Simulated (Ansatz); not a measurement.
A nudged elastic band was laid between two geometries of BH₅OSSi (9 atoms, charge 0, multiplicity 1).

All numbers below come from RKS PBE0/def2-SVP (Ansatz 0.2.0).

| Quantity | Value |
| --- | --- |
| movable images | 4 |
| climbing image | no |
| spring | 5.0 eV/Å² |
| optimiser | quadratic models (default) |
| start path | through a guess of the saddle point |
| force threshold | 0.03 eV/Å |
| iteration limit | 40 |
| end points | relaxed |

First end point:

```xyz
9
Properties=species:S:1:pos:R:3
B -0.574 1.648 0.673
O 0.211 0.811 -0.038
Si 0.491 -0.843 0.067
S -0.452 -1.893 -1.531
H -1.214 1.230 1.619
H -0.608 2.812 0.343
H 1.966 -1.007 0.020
H -0.113 -1.387 1.313
H 0.381 -1.417 -2.482
```

Last end point:

```xyz
9
Properties=species:S:1:pos:R:3
B -0.573 1.646 0.671
O 0.220 0.811 -0.033
Si 0.492 -0.844 0.070
S -0.455 -1.887 -1.531
H -0.605 2.811 0.342
H -1.224 1.227 1.609
H 1.967 -1.013 0.021
H -0.112 -1.389 1.315
H 0.378 -1.409 -2.482
```

Problem. What changes between the two ends?

Solution. No bond is made or broken. The dihedral H5–B1–O2–Si3 goes from 3 to -177°. The two ends are copies of one structure, up to a mirror image or an exchange of like atoms.

Problem. Give the energies along the band, and the barrier.

Solution. The run converged. The highest image is number 3 of 0 to 5, 0.079 eV above the ends, which have the same energy within 2 meV. The dihedral H5–B1–O2–Si3 jumps by 177° between images 3 and 4, so the path isn't resolved there. No image climbed, so the highest image needn't sit at the top of the path.

```csv
image,path coordinate (Å),energy (eV),dihedral H5–B1–O2–Si3 (°)
0,0.00,0.000,3
1,1.29,0.038,1
2,2.57,0.040,2
3,3.86,0.079,-5
4,5.14,0.061,179
5,6.42,0.000,-177
```

Problem. What is the geometry of the highest image?

Solution. 
```xyz
9
Properties=species:S:1:pos:R:3
B -0.394 1.765 0.609
O -0.461 0.436 0.428
Si 0.168 -1.083 0.187
S -0.253 -1.758 -1.792
H 0.677 2.330 0.719
H -1.442 2.373 0.661
H 1.636 -1.091 0.442
H -0.561 -2.002 1.096
H 0.718 -1.015 -2.367
```

The band took 25 iterations and about 12 core-minutes.

Run time: 12 min on 1 CPU thread of a shared host.
